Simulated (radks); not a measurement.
Results of a calculation; reference values are marked as such.
Spherical jellium clusters: N electrons in a uniform positive sphere of charge N and radius rs N^(1/3), rs = 2.02 bohr. Level of theory: non-relativistic Kohn-Sham, LDA (Slater exchange, Perdew-Wang correlation), spin-polarised, spherical densities (a radial shooting solver with Libxc functionals). Levels are named by radial order and angular momentum (1s, 1p, 1d, 2s, ...), and open shells are averaged over m.

N = 2, configuration 1s2. This is the lowest configuration that the search found. Occupied and some empty levels:

level  occupation  eigenvalue (eV)  <r> (bohr)
1s              2          -5.2876       2.580
1p              0         -0.65281       5.265
2s              0        -0.046650       11.79

Energy (eV): total -1.10166, kinetic 7.8543, external -43.717, Hartree 19.244, exchange-correlation -10.144, background 25.661. Static polarisability (adiabatic kernel): 42.94 bohr^3, against R^3 = 16.48 for a classical metal sphere.

Electron density:

r (bohr)  n(r) (e/bohr^3)
0.258             0.03571
0.690             0.03254
1.12              0.02719
1.55              0.02078
1.99              0.01451
2.42             0.009322
2.85             0.005613
3.28             0.003242
3.71             0.001826
4.14             0.001012
4.58            0.0005558
5.01            0.0003024
5.44            0.0001636
